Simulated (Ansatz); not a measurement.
CH8BFSi2 can be A, `FC([SiH3])B[SiH3]`, or B, `B[Si](C)(F)[SiH3]`.

Isolated molecules relaxed with PBE0-D4/def2-TZVP in Ansatz; ΔE leaves out vibrations. CBS: MP2 limit from def2 TZ/QZ plus the TZ coupled-cluster correction, frozen cores. DFT in def2-TZVPP. Each species was taken in one conformer, which may not be the lowest.

Question: Which is lower in electronic energy at CCSD(T)/CBS, and by how much? (Best estimate.)

Answer: Ansatz gave: B, by 221.9 kJ/mol.

Question: Give E(B) − E(A) in kJ/mol with PBE0-D4, B2PLYP, MP2/def2-TZVPP, HF/def2-TZVPP, CCSD/def2-TZVPP, ωB97M-V, PBE-D4. (Estimate.)

Answer: The calculation gave: PBE0-D4 -209.7, B2PLYP -219.4, MP2/def2-TZVPP -223.0, HF/def2-TZVPP -238.3, CCSD/def2-TZVPP -222.3, ωB97M-V -207.1, PBE-D4 -199.6. None reverses the order clearly.

Largest T1 diagnostic: 0.014.

From PBE to PBE0 (25 % exact exchange), in def2-TZVPP and without D4, E(B) − E(A) moves by −9.7 kJ/mol. In def2-TZVPP, CCSD(T) changes the Hartree–Fock value by +21.2 kJ/mol (the triples alone add +5.2 kJ/mol) and MP2 by +15.3 kJ/mol.
